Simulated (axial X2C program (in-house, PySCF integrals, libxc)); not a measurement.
Results of a calculation; reference values are marked as such.
## CsAu: input and output

Program: an axial X2C code built on PySCF integrals.

The run was started with this input:
```json
{"zs": [79, 55], "q": 0, "bas": ["dyall-v2z", "dyall-v2z"], "levels": ["PBE0", "HF", "r2SCAN", "BP86"], "cc": false, "r0": 3.56, "npts": 10, "nst": 2, "ntry": 6}
```
```bash
python so2c.py task.json out
```

Keys: zs atomic numbers; q charge; bas basis sets; levels methods; cc coupled cluster on or off; r0 starting distance in Å; npts points on the curve; nst determinants followed; ntry starts of the search. HF also brings MP2.

Output of the BP86 step, two-component, at R = 3.084 Å for the state Ω = 0. It starts from PBE0 orbitals of this distance.

```
two-component X2C + atomic mean field  BP86
basis functions 213  fitting functions 1273  grid points 5806
iter        total energy     max residual
   1     -26803.460892785     3.41e-01
   2     -26803.465774543     2.18e-02
   3     -26803.450837523     4.96e-02
   4     -26803.469057391     2.93e-03
   5     -26803.469067982     2.60e-03
   6     -26803.469175148     7.70e-04
   7     -26803.469182486     1.50e-05
   8     -26803.469182491     8.23e-06
   9     -26803.469182493     3.37e-06
converged
one-electron -38180.11304750  Coulomb 11221.15901601  exact exchange 0.00000000  xc functional -567.45371860  nuclear repulsion 745.54960488  atomic mean-field constant -22.61103728
```
Energies are in hartree; totals compare only within one Hamiltonian and basis.
